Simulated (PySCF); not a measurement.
# Continuum solvent and chemical shifts

Numbering as in the mapped SMILES `[CH3:1][c:2]1[cH:3][n:4][n:5][cH:6][c:7]1[N:8]([CH3:9])[CH3:10]`. Each H is labelled by its parent atom.

GIAO PBE0/pcSseg-1 in PySCF on one PBE0-D3(BJ)/def2-SVP conformer, non-relativistic, equivalent nuclei averaged. Solvents enter as an IEF-PCM continuum (chloroform with ε = 4.7) around the gas-phase geometry. Shifts are referred to TMS computed in the same medium.

Gas phase, δ in ppm: C3 156.8, C7 150.2, C6 145.8, C2 127.3, C9/C10 40.8, C1 18.3, H(C3) 8.85, H(C6) 8.69, H(C9)/H(C10) 2.69, H(C1) 2.17. Dipole moment 5.92 D.

**Question.** How does each δ change in the continuum?

**Answer.** 
```csv
atoms,environment,"Δδ, chloroform"
C3,aromatic CH next to a ring nitrogen,+1.7
C7,aromatic carbon bearing nitrogen,+3.4
C6,aromatic CH next to a ring nitrogen,+2.3
C2,substituted aromatic carbon,+4.8
C9/C10,methyl carbon bonded to N,+0.4
C1,methyl carbon on an aromatic ring,+0.6
H(C3),hydrogen on an aromatic CH next to a ring nitrogen,+0.02
H(C6),hydrogen on an aromatic CH next to a ring nitrogen,+0.03
H(C9)/H(C10),hydrogen on a methyl carbon bonded to N,+0.09
H(C1),hydrogen on a methyl carbon on an aromatic ring,+0.12
```

Changes are relative to the gas phase. The dipole moment becomes 7.44 D in chloroform.

**Question.** Which of the listed nuclei move most (in ppm), and what does the model miss? (N and O are left out, as their reference compounds move with the solvent too.)

**Answer.** C2 (substituted aromatic carbon, +4.8 ppm) in chloroform. A continuum only polarises the solute; specific hydrogen bonds, the anisotropy of aromatic solvents and changes of geometry or conformer are outside it.
